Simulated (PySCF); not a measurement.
# Which basis set comes closest?

Molecule: SMILES CC(C)(C)C(=O)Cl, C5H9ClO.

Molfile (atoms numbered from 1):
```
C5H9ClO
     RDKit          3D

 16 15  0  0  0  0  0  0  0  0999 V2000
    0.0870    1.3983   -0.6417 C   0  0  0  0  0  0  0  0  0  0  0  0
   -0.0621    0.0329    0.0287 C   0  0  0  0  0  0  0  0  0  0  0  0
   -0.1322   -1.0759   -1.0282 C   0  0  0  0  0  0  0  0  0  0  0  0
    1.1070   -0.2201    0.9869 C   0  0  0  0  0  0  0  0  0  0  0  0
   -1.3696    0.0463    0.8111 C   0  0  0  0  0  0  0  0  0  0  0  0
   -2.1593    0.9242    0.8646 O   0  0  0  0  0  0  0  0  0  0  0  0
   -1.6855   -1.4818    1.7158 Cl  0  0  0  0  0  0  0  0  0  0  0  0
    0.1282    2.2056    0.1035 H   0  0  0  0  0  0  0  0  0  0  0  0
    1.0167    1.4204   -1.2295 H   0  0  0  0  0  0  0  0  0  0  0  0
   -0.7562    1.6074   -1.3149 H   0  0  0  0  0  0  0  0  0  0  0  0
    0.8014   -1.0797   -1.6108 H   0  0  0  0  0  0  0  0  0  0  0  0
   -0.9678   -0.9100   -1.7251 H   0  0  0  0  0  0  0  0  0  0  0  0
   -0.2572   -2.0639   -0.5643 H   0  0  0  0  0  0  0  0  0  0  0  0
    1.1572    0.5515    1.7701 H   0  0  0  0  0  0  0  0  0  0  0  0
    1.0239   -1.2020    1.4723 H   0  0  0  0  0  0  0  0  0  0  0  0
    2.0497   -0.1903    0.4197 H   0  0  0  0  0  0  0  0  0  0  0  0
  1  2  1  0
  2  3  1  0
  2  4  1  0
  2  5  1  0
  5  6  2  0
  5  7  1  0
  1  8  1  0
  1  9  1  0
  1 10  1  0
  3 11  1  0
  3 12  1  0
  3 13  1  0
  4 14  1  0
  4 15  1  0
  4 16  1  0
M  END
```

Geometry PBE0-D3(BJ)/def2-SVP throughout; GIAO in PySCF 2.14.0 with density-fitted response routines, gas phase, one conformer, non-relativistic; equivalent atoms averaged; functional PBE0.

Reference values (measured; solution, not stated per compound (mostly CDCl3 or CCl4); Pretsch, Buehlmann, Badertscher, Structure Determination of Organic Compounds, 4th ed. (2009)): δ(C2) = 49.4 ppm, δ(C1/C3/C4) = 27.1 ppm. Computed shifts are taken against TMS, calculated as an isolated molecule at each level.

Question: How do the basis sets pcSseg-0, cc-pVDZ, def2-SVP, aug-cc-pVDZ, def2-TZVP perform against the reference? Times are CPU seconds on 1 thread of an Arm Neoverse V1, shared host.

Answer: 
| basis set | functions | C2 | C1/C3/C4 | mean abs. error C | core-s |
| --- | --- | --- | --- | --- | --- |
| pcSseg-0 | 85 | 49.8 | 31.1 | 2.2 | 8.1 |
| cc-pVDZ | 147 | 50.7 | 28.4 | 1.3 | 17 |
| def2-SVP | 147 | 45.7 | 27.7 | 2.1 | 16 |
| aug-cc-pVDZ | 246 | 51.4 | 27.1 | 1.0 | 37 |
| def2-TZVP | 277 | 51.5 | 28.6 | 1.8 | 45 |

For $^{13}$C the closest is aug-cc-pVDZ (1.0 ppm) and the furthest pcSseg-0 (2.2 ppm). Where a smaller basis beats a larger one, errors probably cancel. One molecule is a small sample, and vibrational and solvent effects are absent from the calculation.

A small basis that lands close on one nucleus may do so by chance; judge by the trend and by all nuclei.
